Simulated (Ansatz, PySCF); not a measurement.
Ansatz (a quantum-chemistry and plane-wave program) was given this input:
Ansatz 0.2 input:
```yaml
crystal:
  periodic: [false, false, false]
  atoms:
    - {symbol: O, position_ang: [-1.36207203, 0.10650514, -1.23012627]}
    - {symbol: S, position_ang: [-0.70417741, 0.04872970, 0.02855081]}
    - {symbol: O, position_ang: [-1.32389267, -0.53140068, 1.15879966]}
    - {symbol: O, position_ang: [-0.19539627, 1.51799350, 0.39641003]}
    - {symbol: C, position_ang: [0.93069508, -0.74821453, -0.20178701]}
    - {symbol: F, position_ang: [1.60326272, -0.74825123, 0.93705824]}
    - {symbol: F, position_ang: [1.61519236, -0.04420243, -1.10125452]}
    - {symbol: H, position_ang: [-0.23254009, 2.09691103, -0.36899152]}
basis:
  gaussian:
    orbitals: STO-3G
magnetization: {spin_polarized: true, initial_magnetization: 1}
correlation: {method: ccsd_t, electrons: outside_noble_gas}
accuracy: high
```

Write the same job for PySCF.

One answer among several that fit: 
```python
from pyscf import gto, scf, cc

mol = gto.M(
    atom='''
O    -1.362072    0.106505   -1.230126
S    -0.704177    0.048730    0.028551
O    -1.323893   -0.531401    1.158800
O    -0.195396    1.517993    0.396410
C     0.930695   -0.748215   -0.201787
F     1.603263   -0.748251    0.937058
F     1.615192   -0.044202   -1.101255
H    -0.232540    2.096911   -0.368992
''',
    basis='sto-3g',
    charge=0,
    spin=1,
    verbose=4,
)

mf = scf.UHF(mol)
mf.kernel()

mycc = cc.CCSD(mf, frozen=11)
mycc.kernel()
et = mycc.ccsd_t()
print('E(CCSD(T)) = %.10f' % (mycc.e_tot + et))
```

Both were run: Ansatz gave -848.554661 Eh and PySCF -848.554661 Eh, 0.000 mEh apart.
